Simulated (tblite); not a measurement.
Compound: C₄H₅NOSi.
Atom-mapped SMILES: `[CH2:1]=[CH:2][Si@H:3]([C:4]#[N:5])[CH:6]=[O:7]` (hydrogens: H8, H9 on C1; H10 on C2; H11 on Si3; H12 on C6)

Computed with GFN2-xTB (tblite), gas phase: L-BFGS steps from a force-field or distance-geometry start until the largest atomic force falls under 0.01 eV/Å.

The end geometry, which sets the zero of energy:
```
atom  x, y, z in Å
C1      2.2091    0.1707    0.3692
C2      1.1606   -0.3120   -0.2834
Si3    -0.5580    0.4442   -0.2775
C4     -1.1035    0.8048    1.4752
N5     -1.4187    1.0273    2.5538
C6     -1.8097   -0.8587   -0.9460
O7     -1.4657   -1.8607   -1.5164
H8      3.1772   -0.3040    0.3295
H9      2.1474    1.0606    0.9752
H10     1.2848   -1.2134   -0.8738
H11    -0.7294    1.6949   -1.0239
H12    -2.8928   -0.6544   -0.8080
```

Problem. These geometries come from the run, each turned onto the end geometry. Order them by energy, lowest first.
A.
```
atom  x, y, z in Å
C1      2.2242    0.2086    0.3203
C2      1.1587   -0.3449   -0.2069
Si3    -0.5774    0.3607   -0.2073
C4     -1.1775    0.8064    1.5608
N5     -1.5259    1.0521    2.5576
C6     -1.8289   -0.8560   -0.9896
O7     -1.4701   -1.6486   -1.7919
H8      3.2002   -0.2740    0.2715
H9      2.2135    1.1704    0.8353
H10     1.2168   -1.3114   -0.7045
H11    -0.5457    1.5869   -1.0246
H12    -2.8867   -0.7509   -0.6470
```
B.
```
atom  x, y, z in Å
C1      2.2326    0.2037    0.3208
C2      1.1508   -0.3598   -0.1950
Si3    -0.5611    0.3990   -0.1981
C4     -1.1703    0.7973    1.5214
N5     -1.5301    1.0558    2.5768
C6     -1.8177   -0.8461   -0.9677
O7     -1.4950   -1.6549   -1.7915
H8      3.1998   -0.2684    0.2703
H9      2.2056    1.1553    0.8267
H10     1.2392   -1.3132   -0.7024
H11    -0.5665    1.6022   -1.0204
H12    -2.8861   -0.7716   -0.6670
```
C.
```
atom  x, y, z in Å
C1      2.2365    0.1899    0.3266
C2      1.1575   -0.3761   -0.1952
Si3    -0.5535    0.4130   -0.2246
C4     -1.1657    0.8073    1.5002
N5     -1.5257    1.0461    2.5611
C6     -1.8208   -0.8387   -0.9686
O7     -1.4877   -1.6629   -1.7791
H8      3.2125   -0.2692    0.2719
H9      2.1932    1.1437    0.8286
H10     1.2671   -1.3365   -0.6900
H11    -0.6245    1.6555   -1.0011
H12    -2.8874   -0.7727   -0.6560
```
D.
```
atom  x, y, z in Å
C1      2.2332    0.1889    0.3305
C2      1.1591   -0.3568   -0.2237
Si3    -0.5480    0.4304   -0.2510
C4     -1.1513    0.7945    1.4829
N5     -1.5102    1.0262    2.5460
C6     -1.8083   -0.8400   -0.9645
O7     -1.4869   -1.6969   -1.7461
H8      3.1934   -0.3037    0.3271
H9      2.2018    1.1502    0.8191
H10     1.2559   -1.3245   -0.7056
H11    -0.6670    1.6907   -0.9902
H12    -2.8705   -0.7599   -0.6506
```
E.
```
atom  x, y, z in Å
C1      2.2391    0.2149    0.3273
C2      1.1361   -0.3453   -0.2168
Si3    -0.5755    0.3394   -0.2094
C4     -1.1624    0.7979    1.5218
N5     -1.5417    1.0628    2.6013
C6     -1.8405   -0.8424   -0.9797
O7     -1.4569   -1.6605   -1.8047
H8      3.2017   -0.2756    0.2717
H9      2.2145    1.1752    0.8379
H10     1.2128   -1.3115   -0.7045
H11    -0.5421    1.5906   -1.0286
H12    -2.8837   -0.7462   -0.6423
```

Solution. D (0.005 eV), C (0.011 eV), B (0.028 eV), E (0.199 eV), A (0.395 eV).

In the order of the answer:

```tsv
step	E above end (eV)	largest force (eV/Å)	rms force component (eV/Å)	rms distance from end (Å)	rms bond change (Å)	bond most changed (Å)
30	0.005	0.03	0.010	0.135	0.001	C2–Si3 +0.002
13	0.011	0.11	0.040	0.153	0.003	C2–Si3 +0.007
6	0.028	0.42	0.114	0.161	0.004	Si3–H11 -0.009
0	0.199	3.34	0.942	0.169	0.022	C2–Si3 -0.034
1	0.395	10.37	2.412	0.167	0.026	C4≡N5 -0.061
```

What follows is the cost of the whole relaxation. Hardware: one thread, Intel Xeon at 2.50 GHz (x86_64), no GPU, shared host with 64 logical CPUs at a one-minute load of 62. Cost: 1.1 s wall.
